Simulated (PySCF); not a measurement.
**Choosing a basis for TDDFT**

Compound: FH6NSi2.
Atom-mapped SMILES: `[NH2:1][SiH2:2][SiH2:3][F:4]` (hydrogens: H5, H6 on N1; H7, H8 on Si2; H9, H10 on Si3)

Geometry (PBE0-D3(BJ)/def2-SVP, Å), atoms numbered from 1 in this order:
```
atom  x, y, z in Å
N1    -1.6597    0.2783   -0.5233
Si2   -0.5297   -0.4760    0.5622
Si3    1.5815    0.1767   -0.2214
F4     2.7689   -0.2979    0.7960
H5    -2.5917   -0.1134   -0.6095
H6    -1.6986    1.2904   -0.5780
H7    -0.6687   -0.1384    2.0210
H8    -0.7106   -1.9539    0.4319
H9     1.6593    1.6659   -0.3435
H10    1.8590   -0.4260   -1.5592
```

TDDFT with PBE0 (PySCF), vertical singlets, core orbitals frozen in the response, spherical d and f functions. One conformer (not necessarily the lowest) at the PBE0-D3(BJ)/def2-SVP geometry, without solvent, vibrations or thermal averaging.

Task: How do the low singlets change with the basis? Take 6-31G*, 6-31+G*, def2-SVP, def2-SVPD, aug-cc-pVDZ, def2-TZVP and def2-TZVPD.

Result: 

```csv
basis,functions,diffuse,S1 (eV),S2 (eV),S3 (eV),S4 (eV),S5 (eV),LUMO (eV),α (au)
6-31G*,76,no,5.37,6.61,7.11,7.44,7.66,-0.40,51.8
6-31+G*,92,yes,5.22,6.37,6.54,6.92,7.03,-0.90,59.0
def2-SVP,94,no,5.47,6.73,6.86,7.49,7.69,-0.38,55.6
def2-SVPD,139,yes,5.37,6.49,6.59,6.98,7.29,-0.76,65.4
aug-cc-pVDZ,154,yes,5.21,6.25,6.43,6.69,6.75,-0.93,66.9
def2-TZVP,172,no,5.28,6.42,6.64,7.21,7.27,-0.77,61.5
def2-TZVPD,217,yes,5.21,6.31,6.44,6.77,7.04,-0.92,66.4
```

States are compared by their number. Against the largest diffuse basis here (def2-TZVPD, itself not a converged limit), sets without diffuse functions differ by up to 0.26 eV in S1 and 0.65 eV in S5; the smaller diffuse sets differ by up to 0.16 and 0.29 eV. State by state, the largest deviation of a set without diffuse functions is S1 0.26, S2 0.42, S3 0.66, S4 0.72, S5 0.65 eV. The same number needn't mean the same state in each row. Against def2-TZVPD the polarisability deviates by -22% in 6-31G*, -11% in 6-31+G*, -16% in def2-SVP, -1% in def2-SVPD, +1% in aug-cc-pVDZ, -7% in def2-TZVP. A single + in a Pople set puts diffuse functions on heavy atoms only.
